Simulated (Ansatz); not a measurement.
Born–Oppenheimer molecular dynamics of ClH2InO2 (6 atoms, charge 0, multiplicity 1). It starts from a relaxed structure.

The calculation used RKS PBE-D4/def2-SVP in Ansatz 0.2.0.

```
ensemble        : NVT, Langevin thermostat
time step       : 0.5 fs
steps asked     : 250
set temperature : 1000 K
friction        : 0.05 /fs
seed            : 149485
```

First frame:

```xyz
6
Properties=species:S:1:pos:R:3
In -0.033 -0.298 -0.208
Cl 0.070 -0.220 2.160
O 1.671 -0.367 -1.265
H 2.419 -0.362 -0.634
O -1.823 -0.294 -1.116
H -2.513 -0.257 -0.423
```

Problem. How far do the bonds stretch over the last three quarters of this one trajectory? (Pairs bonded in most of those frames.)

Solution. 
```tsv
bond	mean (Å)	spread (Å)	shortest	longest
In1–Cl2	2.463	0.073	2.28	2.54
In1–O3	1.995	0.040	1.94	2.08
In1–O5	2.071	0.084	1.97	2.22
O3–H4	0.990	0.026	0.91	1.04
O5–H6	0.992	0.042	0.90	1.08
```

Mean temperature of the second half: 852 K. The mean temperature of the second half is 15 % below the set value. A run of 0.12 ps of so small a system gives no equilibrium averages.

Run time: 4.5 min on 2 threads of AMD EPYC 7R43 64-Core Processor (Zen 3), on a shared host, peak memory 0.14 GiB.
